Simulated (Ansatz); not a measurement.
This geometry of BBrH2 + H2Se (7 atoms, charge 0, multiplicity 1) is a first-order saddle point.

Theory: RHF/def2-SVP in Ansatz 0.2.0.

```xyz
7
Properties=species:S:1:pos:R:3
B -0.291 -0.784 -0.204
Br -0.711 0.180 1.910
H -1.306 -0.649 -0.810
H 0.190 -1.834 0.080
H 0.550 0.837 0.945
Se 1.208 0.614 -0.663
H 0.360 1.637 -1.257
```

(1) Which two structures does it join? (They come from a converged band through this point; their orientation in space is the band's.)

(2) How far does it lie above each of them?

Results:

(1) Bonds broken: B1–Br2, H5–Se6. Bonds formed: B1–Se6, Br2–H5. BBrH2 + H2Se becomes BH3Se + BrH.

Initial state:

```xyz
7
Properties=species:S:1:pos:R:3
B -0.911 -1.241 0.352
Br -1.280 -0.397 2.040
H -1.590 -0.943 -0.579
H -0.061 -2.072 0.317
H 1.713 1.627 0.310
Se 1.553 1.019 -1.002
H 0.576 2.006 -1.437
```

Final state:

```xyz
7
Properties=species:S:1:pos:R:3
B -0.306 -1.074 -0.847
Br -0.133 1.284 3.199
H -1.433 -0.884 -1.187
H 0.054 -2.094 -0.344
H 0.561 1.181 1.977
Se 1.044 0.279 -1.095
H 0.214 1.308 -1.704
```

(2) 1.43 eV above the first and 1.37 eV above the second. This is the barrier of this one path; another mechanism may lie lower. The orbitals stay closed-shell, which can raise the energy where a bond breaks towards radicals; this wasn't checked here.

The run took 3.2 min on 2 threads of Arm Neoverse V1, with other jobs on the host, peak memory 0.22 GiB.
